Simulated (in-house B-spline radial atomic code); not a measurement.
Values are calculated unless marked as measured or tabulated.
## In in an electron gas of r_s = 3: phase shifts, screening, friction and resistivity

A nucleus sits in a uniform electron gas with a rigid positive background. The Kohn-Sham equations are solved self-consistently in the spin-unpolarised LDA (PW92), non-relativistic, on B-splines with outgoing waves at the boundary and partial waves to l = 8. The model has no lattice, no bands and no magnetic solution. Atomic units; δ_l are the phase shifts at the Fermi level, counted so that each bound state adds π, and good to about 0.0005.

The density parameter is r_s = 3 bohr, near that of the valence electrons of Ag (1 per atom, density 10.5 g/cm³, mass 107.87 u, which gives r_s = 3.02).

```
l  δ_l (rad)
0    13.4686
1    10.4911
2     6.3727
3     0.0208
4     0.0022
5     0.0001
6     0.0001
7     0.0001
8     0.0001
```

Bound levels below the band bottom (hartree): d -15.84, s -3.766, p -2.499, d -0.4361, s -0.05429 and deeper ones.

Q: Check the Friedel sum rule, and say where the screening charge sits.

A: k_F = (9π/4)^(1/3)/r_s = 0.63972. The rule is Z = (2/π) Σ (2l + 1) δ_l. The terms are s 8.574, p 20.037, d 20.285, f 0.093 and 0.016 beyond, in all 49.005 against Z = 49. Bound states hold 10 s, 18 p, 20 d electrons, so the scattering states carry 1.00 in all; where a term is smaller than its bound count, the bound level has drawn weight out of the band.

Q: Find the transport cross section and the electronic stopping of a 10 keV In ion (mass 114.82 u).

A: σ_tr = (4π/k_F²) Σ (l + 1) sin²(δ_l − δ_(l+1)). The terms for l = 0 to 3 are 0.0267, 1.3735, 0.0141, 0.0014, all together 1.4158, so σ_tr = 30.707 × 1.4158 = 43.473 bohr². With n = 3/(4π r_s³) = 0.008842, the friction coefficient is Q = n k_F σ_tr = 0.2459. For v well below v_F = 0.640, dE/dx = Q v; with 24801 eV per u at v = 1, v = √(10000/(24801 × 114.82)) = 0.0593, so dE/dx = 0.01457 hartree/bohr = 7.49 eV/nm. The largest term couples the p and d waves.

Q: What residual resistivity would 1 atomic per cent of such centres give in Ag?

A: Δρ = k_F n_i σ_tr/n in atomic units of 21.74 μΩ·cm. With one host atom per 1 electron, n_i/n = 0.01/1, so Δρ = 0.6397 × 0.01000 × 43.473 × 21.74 = 6.05 μΩ·cm. This is an atom added to the gas, as on an interstitial site.

Q: On a substitutional site the background of one host ion, a sphere holding 1 charge, is taken out. The phase shifts for l = 0 to 4 become 13.3141, 10.1507, 6.3107, 0.0097, 0.0012. What follows?

A: The Friedel sum is now 48.00, for Z − 1 = 48. The sum in σ_tr is 0.8286, so σ_tr = 25.44 bohr² and Δρ = 3.54 μΩ·cm per atomic per cent, 0.59 times the value above. A real host ion scatters too, so this model doesn't give zero even for the host's own atom.
